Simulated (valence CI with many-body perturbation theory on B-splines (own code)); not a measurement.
Energy levels of Br²⁸⁺

Level of theory: configuration interaction combined with many-body perturbation theory (CI+MBPT): five valence electrons over a frozen Dirac-Fock core [He], radial functions for each j: 9 s, 9 p, 8 d, 6 f, 3 g, 1 h, with the one-electron correlation potential Σ1, the two-electron term Σ2, the three-electron term Σ3, Breit, model QED; selected CI, second order for the rest (own B-spline code, finite nucleus).

No measured spectrum was set against this ion. As an estimate, large intervals hold to a few tenths of a per cent, small ones and those within an open d or f shell to about a per cent. Among the levels kept, up to 1500 cm⁻¹ of a level comes from second order outside the variational space, and about a tenth of that is noise between levels of different J, which matters for small intervals.

Levels 46 to 86 of 86, with energies above the lowest level, (2s^2 2p1/2^2 2p3/2) J=3/2. "Leading %" is the weight of the configuration and term that name the level; weights of strongly mixed levels are sums over their largest components and can fall short. In the jj column 3d3/2^4 stands for four electrons in 3d with j = 3/2. Lifetimes count E1, E2, E3, M1 and M2 decay at the calculated energies, and are blank where another channel may lead or the interval is too uncertain; long ones can be off by a factor of two.

```
No.  Configuration  Term    J  E (eV)  Leading %  Lifetime     Second component                     Leading jj
 46     2s2.2p2.3d    2F  5/2  1912.7         43   20.9 fs   39 % 2s2.2p2.3d 4P  2s^2 2p1/2 2p3/2 3d5/2 (84 %)
 47     2s2.2p2.3d    4D  3/2  1912.9         43   33.3 fs   25 % 2s2.2p2.3d 2P  2s^2 2p1/2 2p3/2 3d5/2 (86 %)
 48     2s2.2p2.3p   2D°  5/2  1914.3         58   6.51 ps  19 % 2s2.2p2.3p 2F°      2s^2 2p3/2^2 3p1/2 (87 %)
 49     2s2.2p2.3d    4F  9/2  1916.1         56    204 ps   43 % 2s2.2p2.3d 2G  2s^2 2p1/2 2p3/2 3d5/2 (94 %)
 50      2s.2p3.3s   4S°  3/2  1917.3         54    118 fs   14 % 2s.2p3.3s 2P°     2s 2p1/2^2 2p3/2 3s (61 %)
 51     2s2.2p2.3p   2D°  5/2  1917.5         52   10.2 ps  26 % 2s2.2p2.3p 4P°      2s^2 2p3/2^2 3p3/2 (93 %)
 52     2s2.2p2.3p   2P°  1/2  1918.7         68   2.27 ps  21 % 2s2.2p2.3p 2S°      2s^2 2p3/2^2 3p3/2 (84 %)
 53     2s2.2p2.3p   2F°  7/2  1918.9         54   11.4 ps  43 % 2s2.2p2.3p 4D°      2s^2 2p3/2^2 3p3/2 (92 %)
 54     2s2.2p2.3d    4D  5/2  1920.3         39   17.0 fs   33 % 2s2.2p2.3d 2D  2s^2 2p1/2 2p3/2 3d3/2 (51 %)
 55     2s2.2p2.3d    4P  3/2  1922.1         48   12.4 fs   24 % 2s2.2p2.3d 2P  2s^2 2p1/2 2p3/2 3d3/2 (81 %)
 56     2s2.2p2.3d    4P  1/2  1924.0         57   12.4 fs   26 % 2s2.2p2.3d 2S  2s^2 2p1/2 2p3/2 3d3/2 (86 %)
 57     2s2.2p2.3d    2D  5/2  1927.7         60   10.3 fs   30 % 2s2.2p2.3d 2F  2s^2 2p1/2 2p3/2 3d5/2 (62 %)
 58     2s2.2p2.3d    2F  7/2  1928.5         46   15.1 fs   36 % 2s2.2p2.3d 2G  2s^2 2p1/2 2p3/2 3d5/2 (75 %)
 59     2s2.2p2.3d    2D  3/2  1929.5         74   18.6 fs   16 % 2s2.2p2.3d 2P  2s^2 2p1/2 2p3/2 3d5/2 (90 %)
 60     2s2.2p2.3d    2P  1/2  1929.7         78   16.4 fs   13 % 2s2.2p2.3d 2S  2s^2 2p1/2 2p3/2 3d5/2 (81 %)
 61     2s2.2p2.3p   2P°  1/2  1936.4         87   4.60 ps   6 % 2s2.2p2.3p 4D°      2s^2 2p3/2^2 3p1/2 (89 %)
 62     2s2.2p2.3p   2P°  3/2  1937.5         64    926 fs  11 % 2s2.2p2.3p 2D°      2s^2 2p3/2^2 3p3/2 (85 %)
 63      2s.2p3.3p    6P  3/2  1939.7         70    873 fs    15 % 2s.2p3.3p 4P  2s 2p1/2^2 2p3/2 3p1/2 (65 %)
 64      2s.2p3.3p    6P  5/2  1941.2         57    258 fs    25 % 2s.2p3.3p 4P  2s 2p1/2^2 2p3/2 3p1/2 (60 %)
 65      2s.2p3.3s   4D°  1/2  1946.9         64    140 fs   20 % 2s.2p3.3s 2P°     2s 2p1/2^2 2p3/2 3s (78 %)
 66     2s2.2p2.3p   2P°  3/2  1947.0         66   2.60 ps  17 % 2s2.2p2.3p 2D°      2s^2 2p3/2^2 3p3/2 (91 %)
 67      2s.2p3.3s   4D°  3/2  1949.6         40    205 fs   18 % 2s.2p3.3s 4P°     2s 2p1/2^2 2p3/2 3s (66 %)
 68      2s.2p3.3p    6P  7/2  1952.6         78   3.30 ps    18 % 2s.2p3.3p 4D  2s 2p1/2^2 2p3/2 3p3/2 (65 %)
 69      2s.2p3.3s   4D°  5/2  1956.9         59    178 fs   18 % 2s.2p3.3s 4P°     2s 2p1/2 2p3/2^2 3s (72 %)
 70      2s.2p3.3p    4P  3/2  1960.2         64   57.7 fs    13 % 2s.2p3.3p 2P  2s 2p1/2^2 2p3/2 3p3/2 (72 %)
 71      2s.2p3.3p    4P  5/2  1963.9         56   62.2 fs    23 % 2s.2p3.3p 6P  2s 2p1/2^2 2p3/2 3p3/2 (53 %)
 72     2s2.2p2.3d    2F  7/2  1964.0         54    511 fs   33 % 2s2.2p2.3d 4D      2s^2 2p3/2^2 3d5/2 (95 %)
 73      2s.2p3.3p    4P  1/2  1965.3         69   42.3 fs     7 % 2s.2p3.3p 2P  2s 2p1/2^2 2p3/2 3p3/2 (56 %)
 74     2s2.2p2.3d    2G  9/2  1966.3         56    197 ps   42 % 2s2.2p2.3d 4F      2s^2 2p3/2^2 3d5/2 (93 %)
 75      2s.2p3.3s   2D°  3/2  1966.7         46    130 fs   18 % 2s.2p3.3s 4D°     2s 2p1/2 2p3/2^2 3s (71 %)
 76     2s2.2p2.3d    2D  3/2  1967.7         51   17.1 fs   16 % 2s2.2p2.3d 4P      2s^2 2p3/2^2 3d3/2 (91 %)
 77     2s2.2p2.3d    2D  5/2  1968.0         36   15.7 fs   20 % 2s2.2p2.3d 4D      2s^2 2p3/2^2 3d3/2 (76 %)
 78     2s2.2p2.3d    2P  1/2  1968.2         68   36.7 fs    9 % 2s2.2p2.3d 4D      2s^2 2p3/2^2 3d3/2 (41 %)
 79      2s.2p3.3s   4D°  7/2  1970.9         97    142 fs                          2s 2p1/2 2p3/2^2 3s (97 %)
 80     2s2.2p2.3d    2F  7/2  1971.8         51   13.1 fs   33 % 2s2.2p2.3d 2G      2s^2 2p3/2^2 3d3/2 (92 %)
 81     2s2.2p2.3d    2S  1/2  1976.6         56   15.6 fs   28 % 2s2.2p2.3d 4P      2s^2 2p3/2^2 3d5/2 (45 %)
 82     2s2.2p2.3d    2P  3/2  1980.1         61   14.3 fs   13 % 2s2.2p2.3d 4P      2s^2 2p3/2^2 3d5/2 (80 %)
 83      2s.2p3.3s   2D°  5/2  1981.0         78    112 fs   17 % 2s.2p3.3s 4D°     2s 2p1/2 2p3/2^2 3s (95 %)
 84     2s2.2p2.3d    2D  5/2  1982.0         63   15.4 fs   26 % 2s2.2p2.3d 2F      2s^2 2p3/2^2 3d5/2 (84 %)
 85      2s.2p3.3p    4D  1/2  1983.7         45   95.2 fs    28 % 2s.2p3.3p 2P  2s 2p1/2^2 2p3/2 3p1/2 (74 %)
 86      2s.2p3.3p    4F  3/2  1984.9         44    104 fs    17 % 2s.2p3.3p 2D  2s 2p1/2^2 2p3/2 3p1/2 (78 %)
```
